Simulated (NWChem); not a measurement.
System: C$_{6}$H$_{11}$, doublet; SMILES [CH]1CCCCC1

Parts of the log:

```
             Northwest Computational Chemistry Package (NWChem) 7.3.0
             --------------------------------------------------------

 C1  symmetry detected

                             Geometry "geometry" -> ""
                             -------------------------

 Output coordinates in angstroms (scale by  1.889725989 to convert to a.u.)

  No.       Tag          Charge          X              Y              Z
 ---- ---------------- ---------- -------------- -------------- --------------
    1 C                    6.0000     1.34205995    -0.47480553     0.27032311
    2 C                    6.0000     1.13160639     0.87694120    -0.31638535
    3 C                    6.0000    -0.22972313     1.49047803     0.07657397
    4 C                    6.0000    -1.31687956     0.42840392     0.32021450
    5 C                    6.0000    -1.02413166    -0.87699416    -0.41338072
    6 C                    6.0000     0.26763413    -1.49880940     0.12035811
    7 H                    1.0000     2.31978210    -0.76864950     0.66274799
    8 H                    1.0000     1.95321535     1.55918607    -0.04968984
    9 H                    1.0000     1.16938850     0.79943397    -1.42472626
   10 H                    1.0000    -0.10864584     2.10031640     0.98583136
   11 H                    1.0000    -0.54867022     2.18695921    -0.71605959
   12 H                    1.0000    -2.30511561     0.82365944     0.03644954
   13 H                    1.0000    -1.37843419     0.20316222     1.39935109
   14 H                    1.0000    -1.86206021    -1.58320860    -0.30236269
   15 H                    1.0000    -0.92926193    -0.68115475    -1.49614142
   16 H                    1.0000     0.59782695    -2.32791509    -0.53918527
   17 H                    1.0000     0.06857837    -1.98307372     1.09756335

 Effective nuclear repulsion energy (a.u.)     245.3272378388

                                 NWChem DFT Module
                                 -----------------

 Summary of "ao basis" -> "ao basis" (spherical)
 ------------------------------------------------------------------------------
       Tag                 Description            Shells   Functions and Types
 ---------------- ------------------------------  ------  ---------------------
 C                          def2-svp                 6       14   3s2p1d
 H                          def2-svp                 3        5   2s1p

            General Information
            -------------------
          SCF calculation type: DFT
          Wavefunction type:  spin polarized.
          No. of atoms     :    17
          No. of electrons :    47
           Alpha electrons :    24
            Beta electrons :    23
          Charge           :     0
          Spin multiplicity:     2
          Use of symmetry is: off; symmetry adaption is: off
          Maximum number of iterations: 150
          AO basis - number of functions:   139
                     number of shells:    69
          Convergence on energy requested:  1.00D-06
          Convergence on density requested:  1.00D-05
          Convergence on gradient requested:  5.00D-04

              XC Information
              --------------
                         B3LYP Method XC Potential
                     Hartree-Fock (Exact) Exchange  0.200
                        Slater Exchange Functional  0.800 local
                    Becke 1988 Exchange Functional  0.720 non-local
              Lee-Yang-Parr Correlation Functional  0.810
                  VWN I RPA Correlation Functional  0.190 local

             Grid Information
             ----------------
          Grid used for XC integration:  medium
          Radial quadrature: Mura-Knowles
          Angular quadrature: Lebedev.
          Tag              B.-S. Rad. Rad. Pts. Rad. Cut. Ang. Pts.
          ---              ---------- --------- --------- ---------
          C                   0.70       49          11.0       434
          H                   0.35       45          12.0       434
          Grid pruning is: on
          Number of quadrature shells:   789
          Spatial weights used:  Erf1

      Superposition of Atomic Density Guess
      -------------------------------------

 Sum of atomic energies:        -231.24093226

      Non-variational initial energy
      ------------------------------

 Total energy =    -235.817006
 1-e energy   =    -794.308454
 2-e energy   =     313.164210
 HOMO         =      -0.120060
 LUMO         =       0.083436

     ---------------------------------------------
      Total Density - Mulliken Population Analysis
     ---------------------------------------------

    Atom       Charge   Shell Charges
 -----------   ------   -------------------------------------------------------
    1 C    6     6.27   1.99  0.98  0.34  1.89  1.04  0.03
    2 C    6     6.13   1.99  0.97  0.13  2.00  1.00  0.04
    3 C    6     6.16   1.99  0.97  0.17  1.99  1.00  0.03
    4 C    6     6.20   1.99  0.97  0.18  2.00  1.02  0.03
    5 C    6     6.19   1.99  0.97  0.17  2.01  1.02  0.04
    6 C    6     6.13   1.99  0.97  0.15  2.00  0.98  0.04
    7 H    1     0.91   0.67  0.21  0.03
    8 H    1     0.90   0.68  0.20  0.02
    9 H    1     0.89   0.67  0.20  0.02
   10 H    1     0.91   0.68  0.20  0.02
   11 H    1     0.92   0.69  0.21  0.02
   12 H    1     0.90   0.68  0.20  0.02
   13 H    1     0.91   0.69  0.20  0.02
   14 H    1     0.90   0.68  0.20  0.02
   15 H    1     0.91   0.68  0.20  0.02
   16 H    1     0.89   0.66  0.20  0.02
   17 H    1     0.90   0.67  0.20  0.02

     --------------------------------------------
      Spin Density - Mulliken Population Analysis
     --------------------------------------------

[...]
```

Level: B3LYP/def2-SVP, spin-unrestricted. The geometry was optimised at PBE0/def2-SVP, spin-unrestricted. Not confirmed as a minimum by frequencies. No stability test was run on the SCF state. B3LYP is NWChem's, with the RPA form of VWN correlation.

Problem. Write an input that gives this output.

Solution. One answer among several that fit: the input that was run:
```
start job
memory heap 200 mb stack 900 mb global 1100 mb
geometry units angstroms noautoz
  C      1.329803    -0.500239     0.282537
  C      1.149675     0.854548    -0.307245
  C     -0.200945     1.496084     0.077878
  C     -1.310559     0.456577     0.317572
  C     -1.040550    -0.855634    -0.412582
  C      0.235674    -1.502567     0.128639
  H      2.299393    -0.813149     0.680362
  H      1.983546     1.520480    -0.037394
  H      1.191480     0.774530    -1.415263
  H     -0.072162     2.104798     0.986830
  H     -0.501745     2.197604    -0.717402
  H     -2.289160     0.871263     0.028201
  H     -1.382102     0.234342     1.396716
  H     -1.893129    -1.544600    -0.304772
  H     -0.936275    -0.663474    -1.495137
  H      0.552371    -2.339222    -0.527983
  H      0.021940    -1.981156     1.105540
end
basis spherical
  * library def2-svp
end
dft
  odft
  mult 2
  xc b3lyp
  iterations 150
  mulliken
end
task dft energy
```
